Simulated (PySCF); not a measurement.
H₁₁NSi₄, SMILES N([SiH2][SiH2][SiH3])[SiH3].

Geometry optimised at PBE-D3(BJ)/def2-SVP. The structure was generated by enumeration, and PubChem lists no compound with its InChIKey, so it may never have been made. The values are those of a single conformer.

Method: PySCF 2.14.0 with PBE-D3(BJ)/def2-SVP.

Frequencies are harmonic and unscaled.

Problem. Give all harmonic wavenumbers and intensities. (An estimate is asked for; the answer gives what the named calculation found.)

Solution. 
```csv
mode,ν (cm⁻¹),IR (km/mol),moving atoms (share of kinetic energy)
1,9,0.3,"Si 52 %, H 29 %, N 19 %"
2,32,0.1,"Si 62 %, H 32 %"
3,41,0.3,"H 84 %, Si 16 %"
4,72,0.6,"Si 47 %, H 27 %, N 26 %"
5,130,0.3,H 94 %
6,166,2.2,"Si 56 %, H 30 %, N 14 %"
7,208,0.3,"Si 46 %, H 28 %, N 26 %"
8,313,9.7,"H 89 %, Si 10 %"
9,366,79.9,"H 80 %, N 12 %"
10,389,1.6,"Si 50 %, H 49 %"
11,396,9.5,"H 56 %, Si 43 %"
12,439,16.5,"Si 72 %, H 27 %"
13,480,2.1,"H 76 %, Si 21 %"
14,534,3.2,"H 69 %, Si 30 %"
15,590,2.9,"H 46 %, Si 40 %, N 14 %"
16,640,10.1,"H 90 %, Si 10 %"
17,646,66.9,"H 85 %, Si 15 %"
18,683,27.2,"H 86 %, Si 8 %"
19,691,118.1,"H 84 %, Si 9 %"
20,786,154.8,"H 68 %, N 17 %, Si 15 %"
21,803,167.4,"H 78 %, N 13 %, Si 10 %"
22,840,231.6,"H 91 %, Si 9 %"
23,874,20.3,H 96 %
24,887,94.5,H 92 %
25,892,87.2,H 96 %
26,902,84.1,H 95 %
27,907,18.9,H 98 %
28,917,158.4,"H 71 %, N 15 %, Si 14 %"
29,921,109.7,"H 62 %, N 28 %, Si 10 %"
30,964,75.4,H 89 %
31,1160,149.4,"H 70 %, N 27 %"
32,2122,96.9,H 97 %
33,2132,147.5,H 98 %
34,2139,180.8,H 96 %
35,2144,31.0,H 96 %
36,2146,27.2,H 98 %
37,2148,99.3,H 98 %
38,2161,46.7,H 96 %
39,2162,92.7,H 96 %
40,2167,95.8,H 96 %
41,2188,101.4,H 97 %
42,3492,26.7,H 93 %
```
